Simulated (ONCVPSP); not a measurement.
What one change does to a pseudopotential (Sc, ONCV)

| Property | Result |
| --- | --- |
| Element | scandium (Sc) |
| Generator | ONCVPSP 4.0.1 |
| Type | optimised norm-conserving Vanderbilt (ONCV) |
| Functional | PBEsol |
| Relativity | fully relativistic |
| Frozen core | [Ne] |
| Valence charge | 11 |
| Reference configuration | 3s2 3p6 3d1 4s2 |
| Partial waves | 3s+4s: rc 1.50 bohr, ncon 3, nbas 7, qcut 9.3 1/bohr, 3 projectors, debl 0.6 Ha; 3p: rc 1.55 bohr, ncon 4, nbas 8, qcut 9.9 1/bohr, 2 projectors, debl 0.7 Ha; 3d: rc 2.55 bohr, ncon 4, nbas 8, qcut 6.7 1/bohr, 3 projectors, debl 0.6 Ha |
| Local potential | polynomial inside 1.10 bohr (lpopt 5, dvloc0 0 Ha) |
| Core correction | polynomial model core, fcfact 0.2 |

Open shells are filled in proportion to 2j + 1.

In the p channel the program set the typed energies aside and used -1.226, 0.250 Ha (j = l + 1/2; the other j can differ).

Change: p: rc 1.74.

Cutoffs: the cutoffs (Ha) at which the residual kinetic energy of the hardest occupied pseudo-wave falls to 1 and 0.1 mHa per electron; they do not see the model core or the augmentation charge, which bear on the density cutoff. Errors are all-electron minus pseudo energies relative to the spin-unpolarised reference configuration.

Q: How do hardness, ghosts and transferability respond?

A: The potential gets neither clearly harder nor softer (26 Ha and 32 Ha → 26 Ha and 32 Ha); the errors of the 3 common tests hardly move; neither file shows a bound ghost.

```tsv
quantity	base	changed
cutoff, loose	26 Ha	26 Ha
cutoff, tight	32 Ha	32 Ha
loose cutoff by channel	s 26 Ha, p 17 Ha, d 15 Ha	s 26 Ha, p 19 Ha, d 15 Ha
bound ghosts	none	none
GHOST(+) flags under 300 eV	none	none
tests counted (converged, no solver errors)	3 of 4	3 of 4
error for 3s2 3p6 3d1 4s1, meV [ΔE 6.90 eV]	+0.5	+0.5
error for 3s2 3p6 3d1 4s0, meV [ΔE 19.55 eV]	-0.2	-0.2
error for 3s2 3p6 3d1 4s0 4p2, meV [ΔE 5.68 eV]	+0.5	+0.6
s: phases at 1.52 bohr within 0.05 rad from the reference energy up to (Ha; the scan ends near 5)	to the end of the scan	to the end of the scan
d5/2: phases at 2.60 bohr within 0.05 rad from the reference energy up to (Ha; the scan ends near 5)	3.8	3.8
d3/2: phases at 2.60 bohr within 0.05 rad from the reference energy up to (Ha; the scan ends near 5)	3.8	3.8
rms error of d²Exc/dni dnj with the model core, mHa	5.38	5.39
```

Base: Tests not counted: 3s2 3p6 3d0 4s0 (no result). These tests converged, but a pseudo level misses the all-electron one widely, so the file describes the atom poorly there or has found another state: 3s2 3p6 3d1 4s0 4p2: empty 4s by 10.2 eV. Changed file: Tests not counted: 3s2 3p6 3d0 4s0 (no result). These tests converged, but a pseudo level misses the all-electron one widely, so the file describes the atom poorly there or has found another state: 3s2 3p6 3d1 4s0 4p2: empty 4s by 10.2 eV.
